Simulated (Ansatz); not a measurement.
A structure relaxed at r2SCAN-D4/def2-TZVP in Ansatz, charge 0, singlet:

```xyz
7

Cd    0.007   -0.061   -0.046
N    -0.790    0.878   -1.634
H    -1.293    1.717   -1.362
H    -0.076    1.180   -2.290
N     0.828   -1.208    1.386
H     0.153   -1.856    1.783
H     1.171   -0.651    2.163
```

Give its formula, name or SMILES.

Cd(NH2)2 (CdN2H4).

Summarise the bond lengths by kind (pairs closer than 1.2 times the sum of covalent radii, bridged metal pairs left out).

2 × Cd–N 2.01 Å; 4 × H–N 1.02 Å. The metal has 2 neighbours: N 2.01 Å, N 2.01 Å.

In the def2 sets Cd takes a core potential; there is no spin–orbit coupling.
